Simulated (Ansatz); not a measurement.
In13P13H32⁺, a nanocrystal cut from wurtzite InP (hydrogen-capped). Total charge 1; doublet. Geometry PBE-D4/def2-SVP, that of the neutral singlet.

```xyz
58

In   -0.008   -5.266   -2.354
P     1.307   -4.084   -0.350
In    3.872   -0.956   -2.586
P     5.152    0.316   -0.611
In    0.101   -1.215   -3.844
P    -1.392   -3.085   -2.895
P     1.458   -0.268   -1.883
In    0.813   -1.587    0.181
In    3.999    1.035    1.608
P     2.319   -0.853    2.168
In   -3.022   -2.473   -0.999
P    -1.611   -1.511    0.915
In   -1.989   -3.319    2.754
In    1.034   -0.160    4.307
P    -0.716   -2.039    4.727
P    -1.556    0.780   -4.343
In    0.923    2.216   -1.434
P     2.319    2.782    0.726
In   -3.064    1.915   -2.520
P    -4.278   -0.316   -1.864
P    -1.499    2.414   -0.581
In   -2.208    0.950    1.416
In    1.065    3.680    2.797
P    -0.470    1.658    3.265
In   -2.196    4.908   -0.240
P    -0.548    5.457    1.801
H     1.165   -5.498   -3.612
H    -1.068   -6.405   -1.585
H     2.723   -4.221   -0.486
H     1.124   -4.798    0.875
H     4.090   -2.636   -2.169
H     4.343   -0.145   -4.048
H     6.394   -0.313   -0.271
H     5.706    1.544   -1.096
H     0.964   -1.622   -5.301
H    -2.236   -3.472   -3.989
H     5.075    1.498    2.891
H     3.107   -1.993    2.532
H    -4.193   -3.700   -0.601
H    -0.920   -4.657    2.418
H    -3.659   -3.380    3.226
H     2.017    0.263    5.676
H    -0.163   -2.937    5.696
H    -1.663   -1.406    5.595
H    -2.354    0.490   -5.498
H    -0.770    1.827   -4.924
H     1.326    3.300   -2.742
H     3.174    3.873    0.354
H    -4.150    3.096   -3.190
H    -5.213   -0.664   -2.893
H    -5.236    0.030   -0.858
H    -3.845    1.207    1.963
H     2.052    4.220    4.123
H    -1.256    2.086    4.387
H    -1.568    5.859   -1.555
H    -3.782    4.964    0.475
H     0.267    6.603    1.528
H    -1.256    6.006    2.919
```

In the def2 sets In takes a core potential; there is no spin–orbit coupling. Single mean-field runs in def2-TZVP are fitted with def2-universal-jkfit. At PBE-D4/def2-TZVP, BLYP-D4/def2-TZVP the gap within one spin of the charge 1 doublet nearly closes, so an electron or hole may be smeared out by delocalisation error.

Q: Estimate the α-spin orbital energies around the gap (eV) in Ansatz with PBE-D4/def2-TZVP, BLYP-D4/def2-TZVP, PBE0-D4/def2-TZVP.

A: 
```json
{"orbital": "HOMO−5", "PBE-D4/def2-TZVP": "-8.69", "BLYP-D4/def2-TZVP": "-8.52", "PBE0-D4/def2-TZVP": "-9.70"}
{"orbital": "HOMO−4", "PBE-D4/def2-TZVP": "-8.55", "BLYP-D4/def2-TZVP": "-8.38", "PBE0-D4/def2-TZVP": "-9.53"}
{"orbital": "HOMO−3", "PBE-D4/def2-TZVP": "-8.51", "BLYP-D4/def2-TZVP": "-8.33", "PBE0-D4/def2-TZVP": "-9.48"}
{"orbital": "HOMO−2", "PBE-D4/def2-TZVP": "-8.46", "BLYP-D4/def2-TZVP": "-8.31", "PBE0-D4/def2-TZVP": "-9.43"}
{"orbital": "HOMO−1", "PBE-D4/def2-TZVP": "-8.40", "BLYP-D4/def2-TZVP": "-8.24", "PBE0-D4/def2-TZVP": "-9.34"}
{"orbital": "HOMO", "PBE-D4/def2-TZVP": "-8.31", "BLYP-D4/def2-TZVP": "-8.16", "PBE0-D4/def2-TZVP": "-9.29"}
{"orbital": "LUMO", "PBE-D4/def2-TZVP": "-4.89", "BLYP-D4/def2-TZVP": "-4.80", "PBE0-D4/def2-TZVP": "-4.23"}
{"orbital": "LUMO+1", "PBE-D4/def2-TZVP": "-4.79", "BLYP-D4/def2-TZVP": "-4.67", "PBE0-D4/def2-TZVP": "-4.10"}
{"orbital": "LUMO+2", "PBE-D4/def2-TZVP": "-4.75", "BLYP-D4/def2-TZVP": "-4.63", "PBE0-D4/def2-TZVP": "-4.09"}
{"orbital": "LUMO+3", "PBE-D4/def2-TZVP": "-4.60", "BLYP-D4/def2-TZVP": "-4.53", "PBE0-D4/def2-TZVP": "-3.89"}
{"orbital": "LUMO+4", "PBE-D4/def2-TZVP": "-4.54", "BLYP-D4/def2-TZVP": "-4.41", "PBE0-D4/def2-TZVP": "-3.87"}
{"orbital": "LUMO+5", "PBE-D4/def2-TZVP": "-4.53", "BLYP-D4/def2-TZVP": "-4.39", "PBE0-D4/def2-TZVP": "-3.81"}
{"orbital": "β HOMO", "PBE-D4/def2-TZVP": "-8.27", "BLYP-D4/def2-TZVP": "-8.13", "PBE0-D4/def2-TZVP": "-9.23"}
{"orbital": "β LUMO", "PBE-D4/def2-TZVP": "-8.27", "BLYP-D4/def2-TZVP": "-8.12", "PBE0-D4/def2-TZVP": "-8.31"}
```
